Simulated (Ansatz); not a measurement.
`[NH2][GaH2]` + `N#CO` → `N#C[O][GaH2]` + NH₃ at 298.15 K and 1 bar (ligand exchange at a Ga–N bond).

Calculated with Ansatz (gas phase, PBE0-D4/def2-TZVP geometries, no zero-point term in ΔE). CCSD(T)/CBS is the MP2 limit (def2-TZVPP, def2-QZVPP) plus CCSD(T) − MP2 in def2-TZVPP, frozen cores. This one scheme is used for every species. For Ga outer-core shells are correlated without core-valence functions, which leaves a few kJ/mol of doubt a bond. Scalar relativity is left out up to krypton. One conformer a species, not always the lowest.

| species | CCSD(T)/CBS energy (Eh) | H − E (kJ/mol) | S (J/(mol·K)) |
| --- | --- | --- | --- |
| `[NH2][GaH2]` | -1981.05479 | 115.2 | 263.8 |
| `N#CO` | -168.48100 | 68.5 | 241.1 |
| `N#C[O][GaH2]` | -2093.04540 | 84.9 | 310.0 |
| NH₃ | -56.50880 | 100.5 | 192.4 |

H − E and S are ideal-gas, rigid-rotor, harmonic terms from PBE0-D4/def2-TZVP, for one conformer and one mirror image of each species. 1 Eh = 2625.50 kJ/mol, R = 8.31446 J/(mol·K).

**Question.** By hand: ΔE, ΔH, ΔS and ΔG.

**Answer.** ΔE = (-2093.04540) + (-56.50880) − (-1981.05479) − (-168.48100) = -0.01841 Eh = -48.3 kJ/mol. Δ(H − E) = 84.9 + 100.5 − 115.2 − 68.5 = 1.7, so ΔH = -46.6 kJ/mol. ΔS = 310.0 + 192.4 − 263.8 − 241.1 = -2.5 J/(mol·K). ΔG = -46.6 − 298.15 × (-2.5)/1000 = -45.9 kJ/mol.

**Question.** By hand: the equilibrium constant, and the temperature at which ΔG would vanish if ΔH and ΔS stayed fixed.

**Answer.** log₁₀ K = −ΔG/(RT ln 10) = 8.0. ΔG = 0 at ΔH/ΔS = 18640 K, far beyond where these terms or the molecules hold.

The number of gas molecules stays the same, so ΔS is small and ΔH decides. A doubt of 5 kJ/mol in ΔE shifts log₁₀ K by 0.9 here. Other conformers and mirror images would add mixing entropy, several J/(mol·K) or more a flexible species. These are equilibria of isolated gas molecules and say nothing of rates. Largest T1 diagnostic: 0.015 (customary marks: 0.02 for closed shells, 0.045 for open ones).
